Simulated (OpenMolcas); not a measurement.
**Computed levels of As I**

```json
{
  "Program": "OpenMolcas",
  "Method": "XMS-CASPT2, IPEA 0.25 Eh, imaginary shift 0.1 Eh (closed shells correlated: 3d)",
  "Basis": "ANO-RCC-VTZP [6s5p3d1f]",
  "Scalar Hamiltonian": "DKH2, point nucleus",
  "Active space": "5 electrons in 8 orbitals (4s 4p 5s 5p)",
  "State averaging": "2S+1 = 4 odd, 1 root; 2S+1 = 2 odd, 8 roots; 2S+1 = 4 even, 3 roots",
  "Spin-orbit coupling": "RASSI with atomic mean-field integrals over the reference wave functions, term energies averaged over their components"
}
```

With spin-orbit coupling, above the lowest level:

```tsv
Configuration	Term	J	E (cm-1)	Measured (cm-1)	Term weight %	Second
4s2 4p3	4S*	3/2	0.0	0.0	100	
4s2 4p3	2D*	3/2	11610	10593	97	3 2P*
4s2 4p3	2D*	5/2	11870	10915	100	
4s2 4p3	2P*	1/2	19130	18186	100	
4s2 4p3	2P*	3/2	19420	18648	97	3 2D*
```

Against the 4 measured excited levels shown (NIST Handbook of Basic Atomic Spectroscopic Data) the mean absolute deviation is 920 cm-1; the largest miss in energy is 4s2 4p3 2D* 3/2: computed 11610, measured 10593 cm-1 (+9.6 %).

Spin-orbit coupling puts the lowest level 69.1 cm-1 below the lowest spin-free term.

Term energies are means over components that CASPT2 splits; among the terms shown or strongly mixed into the levels shown the widest spread is 420 cm-1 (4s2 4p3 2D*). Over all roots computed the reference weight is 0.87 to 0.96; the roots of lowest weight are the least certain, and an intruder state may touch them. Active for correlation alone: 5p 5s; no level in the range computed is led by a configuration that fills them, so any true level of that kind is missing. Computed and measured levels are paired by configuration, term and J; levels that our copy of the source lacks, or whose pairing is in doubt (as where it misses far off the trend of its configuration), stay unpaired and out of the deviations. Levels of configurations outside the active space are missing. The first state left out of the spin-orbit step lies near 75000 cm-1 above the lowest spin-free state of the reference (among the parities and spins computed), and the list stops at four fifths of that energy or lower.

The term weight is that of the spin-free term in the level, not the purity of its configuration. * marks odd parity.
